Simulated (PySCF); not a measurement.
Ionising ZnH

CAM-B3LYP; basis Zn def2-TZVPPD, H def2-TZVPPD; no relativity; PySCF 2.14. Neutral (UKS): doublet (σ ↑), Re = 1.604 Å, ωe = 1578 cm⁻¹, De = 1.08 eV, HOMO -6.64 eV, LUMO -1.59 eV.

ZnH⁺ (UKS): singlet (closed shell), Re = 1.520 Å, ωe = 1952 cm⁻¹, De = 2.45 eV to Zn⁺ + H. The energies at the minima are -1780.04642 hartree for ZnH and -1779.75366 for ZnH⁺.

(1) Work out the adiabatic ionisation energy, without and with harmonic zero-point energies (1 hartree = 27.2114 eV, 1 eV = 8065.5 cm⁻¹), and the change of the bond length.

For an ion De counts to the pair picked by the measured ionisation energies or electron affinities, which need not be the lowest pair at this level. States were picked by a PBE0 search and need not be the measured ground states.

Answers

(1) At CAM-B3LYP: 0.29276 hartree = 7.966 eV between the minima; the zero-point term (1952.0 − 1578.0)/2 cm⁻¹ = +0.023 eV makes it 7.990 eV. Re changes by -8.4 pm against the neutral. The electron leaves a σ orbital, and the shorter bond of the ion fits an antibonding orbital, or a change in how ionic the bond is.
